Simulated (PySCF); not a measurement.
# Electron correlation in Hg (mercury, neutral)

[Xe] 4f14 5d9 6s2 6p1, one real determinant (an excited configuration). Calculation: PySCF 2.14, in x2c-TZVPPall with one added diffuse shell each of s, p, d, f type (12s8p8d4f1g, 113 functions); scalar relativity by spin-free X2C-1e. Frozen: [Xe] 4f14; 12 electrons correlated.

MP2 pair energies summed by pair of shells (mhartree):

```tsv
pair	energy	share (%)
5d-5d	-239.84	65.2
5d-6s	-85.67	23.3
5d-6p	-16.03	4.4
6s-6s	-14.97	4.1
6s-6p	-11.37	3.1
```

Total MP2 correlation energy: -367.87 mhartree.

Same-spin part -127.16 and opposite-spin part -240.71 mhartree; SCS-MP2 scales them by 1/3 and 6/5 to -331.24 mhartree.

The reference is one real determinant that mixes LS terms of this configuration.
